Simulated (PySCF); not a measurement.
**Dipole moment and polarisability across levels of theory**

Compound: CH7NOSi.
SMILES: `C([SiH2]O)N`

PySCF, dipoles from the SCF density, polarisabilities from static response with core orbitals frozen. Geometry: PBE0-D3(BJ)/def2-SVP, one conformer, isolated molecule.

**Question.** How do dipole and polarisability depend on functional and basis here?

**Answer.** 

```tsv
level	μ (D)	α (Å³)	anisotropy (Å³)
LDA/def2-SVPD	3.447	8.46	1.62
PBE/def2-SVPD	3.327	8.32	1.59
B3LYP/def2-SVPD	3.354	7.99	1.45
PBE0/def2-SVPD	3.371	7.91	1.44
BHandHLYP/def2-SVPD	3.401	7.61	1.33
CAM-B3LYP/def2-SVPD	3.407	7.85	1.35
wB97X-D/def2-SVPD	3.385	7.84	1.34
LC-wPBE/def2-SVPD	3.435	7.66	1.27
HF/def2-SVPD	3.446	7.21	1.20
PBE0/6-31G*	3.620	6.18	1.36
PBE0/6-31+G*	3.655	7.15	1.22
PBE0/def2-SVP	3.450	6.54	1.32
PBE0/aug-cc-pVDZ	3.294	8.10	1.50
PBE0/def2-TZVP	3.353	7.42	1.44
PBE0/def2-TZVPD	3.278	8.05	1.48
```

The anisotropy is √(½[(α1 − α2)² + (α2 − α3)² + (α3 − α1)²]). The dipole runs from 3.28 D (PBE0/def2-TZVPD) to 3.65 D (PBE0/6-31+G*). No reference polarisability is at hand; against PBE0 in the largest diffuse basis at hand (def2-TZVPD) the other PBE0 rows deviate by 6-31G* -23%, 6-31+G* -11%, def2-SVP -19%, def2-SVPD -2%, aug-cc-pVDZ +1%, def2-TZVP -8%. In one basis (def2-SVPD) the functionals order the polarisability from HF (lowest) to LDA (highest), a spread of 17%. With PBE0 the polarisability is 6.71 Å³ without diffuse functions (mean of 6-31G*, def2-SVP and def2-TZVP) and 7.80 Å³ with them (mean of 6-31+G*, def2-SVPD, aug-cc-pVDZ and def2-TZVPD).

Without π bonds the low states are Rydberg-like; a valence basis with one diffuse set may place them up to an eV too high.
